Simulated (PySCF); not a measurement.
FSeN: adding exact exchange

Base calculation in PySCF with density fitting and no spin–orbit coupling, PBE/def2-TZVP (no relativity): singlet, Cs, Se–F 1.850 Å, Se–N 1.614 Å; F–Se–N 113.5°; wavenumbers 261, 525, 1077 cm⁻¹; dipole moment 2.54 D, gap between the highest occupied and lowest empty levels 2.55 eV, polar-tensor charge of Se 0.84 e, atomisation energy (no zero-point energy) 813 kJ/mol.

Question: What changes on going to PBE0/def2-TZVP (no relativity)?

Answer: The point group stays the same. Changes: mean bond to Se -0.038 Å, smallest bond angle -1.2 degrees, highest wavenumber +65 cm⁻¹, lowest wavenumber +30 cm⁻¹, dipole moment +0.12 D, gap between the highest occupied and lowest empty levels +2.40 eV, polar-tensor charge of Se +0.08 e, atomisation energy (no zero-point energy) -129 kJ/mol. The new structure has Se–F 1.798 Å, Se–N 1.591 Å; F–Se–N 112.3°, with wavenumbers 291, 578, 1142 cm⁻¹. Exact exchange shortens and stiffens the bonds and opens the gap, the usual pattern.

Each species is the lowest minimum found with this bonding; other isomers or fragments can lie lower.
